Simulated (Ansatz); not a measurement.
Consider the ligand exchange at a Ge–S bond: `[OH][GeH2][S]S` + `C[SiH](O)O` → `C[SiH](O)[O][GeH2][OH]` + `SS`.

Isolated molecules relaxed with PBE0-D4/def2-TZVP in Ansatz; ΔE leaves out vibrations. CCSD(T)/CBS is the MP2 limit (def2-TZVPP, def2-QZVPP) plus CCSD(T) − MP2 in def2-TZVPP, frozen cores. This one scheme is used for every species. Functionals use def2-TZVPP. B3LYP here is the variant with VWN-RPA as its local correlation; programs differ in this. For Ge outer-core shells are correlated without core-valence functions, which leaves a few kJ/mol of doubt a bond. Scalar relativity is left out up to krypton. One conformer a species, not always the lowest.

CCSD(T)/CBS gives -5.4 kJ/mol.

(1) Another level gave -11.5 kJ/mol. Which?
A. SCS-MP2/def2-TZVPP
B. PBE0-D4/def2-TZVPP
C. B3LYP-D4/def2-TZVPP
D. PBE-D4/def2-TZVPP

Largest T1 diagnostic among the species: 0.012.

Results:

(1) A. SCS-MP2/def2-TZVPP -11.5, PBE-D4 5.6, B3LYP-D4 -6.2, PBE0-D4 1.5 kJ/mol.

From PBE to PBE0 (25 % exact exchange), in def2-TZVPP and without D4, ΔE moves by −4.2 kJ/mol. In def2-TZVPP, CCSD(T) changes the Hartree–Fock value by +7.4 kJ/mol (the triples alone add +1.9 kJ/mol) and MP2 by +11.8 kJ/mol.
